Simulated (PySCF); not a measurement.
## Dipole response of C (carbon, neutral)

[He] 2s2 2p2, high-spin 3P determinant. Calculation: PySCF 2.14, in aug-cc-pCVQZ-DK; the spin-free X2C one-electron Hamiltonian (Gaussian nucleus). Coupled (time-dependent) response in atomic units; α is the mean over directions.

```
method  mean α (bohr³)         α xx, yy, zz  C₆ (like pair)  S(−4)
   UHF           11.96  10.89, 12.50, 12.50           46.33  94.84
   PBE           13.47  11.42, 14.50, 14.50           54.77  112.5
  PBE0           12.69  10.99, 13.54, 13.54           50.81  95.27
  BLYP           13.42  11.43, 14.42, 14.42           54.32  111.9
  BP86           13.49  11.42, 14.53, 14.53           55.02  111.0
```

S(−4) is the Cauchy moment in α(ω) = α(0) + S(−4) ω² + …

Reference α: 11.3 ± 0.4 bohr³ (recommended; Schwerdtfeger and Nagle, table of static dipole polarizabilities (2023 update)). Published C₆: 46.60 (Chu and Dalgarno (2004); Tang, Norbeck and Certain (1976)).

α(iu) at BLYP:

```csv
u (hartree),α(iu) (bohr³)
0,13.42
0.0500,13.15
0.100,12.42
0.200,10.35
0.300,8.298
0.500,5.358
0.750,3.348
1.00,2.268
1.50,1.230
2.00,0.7693
3.00,0.3837
5.00,0.1545
```

A single London oscillator, α(iu) = α/(1 + u²/ω²), gives C₆ = (3/4) ω α². Matching the computed C₆ needs ω = 4 × 54.32 / (3 × 13.42²) = 0.402 hartree.

The components differ because the open shell of this determinant is not spherical; for a pure term their mean is the scalar polarisability.
